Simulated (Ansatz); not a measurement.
Frontier orbitals of `[C@H]12[C@@H]3[C@@H]4[C@@H]5[C@H]1[Cu]2345`.

Charge 0, multiplicity 1. For Cu the d shell is correlated and the shells below it are frozen. Scalar relativity is left out up to krypton. The geometry is a stationary point of PBE0-D4/def2-TZVP. Basis def2-TZVPP, Ansatz 0.2.0.

Orbital energies of one run (eV). Highest occupied ones, from the top: -5.07, -5.07, -6.81, -6.86, -6.86, -7.46, -7.46, -9.55, -9.55, -10.21, -10.21, -10.39, -13.76, -14.17. Empty: -2.44, 1.34, 1.35, 1.88, 2.08, 2.08.

Problem. Which functional gave them?
A. r2SCAN0
B. LC-ωPBE
C. r2SCANh
D. PBE

Solution. C. HOMO energies: r2SCANh -5.07, PBE -4.52, LC-ωPBE -8.18, r2SCAN0 -5.75 eV.

LC-ωPBE has ω = 0.4 bohr⁻¹.
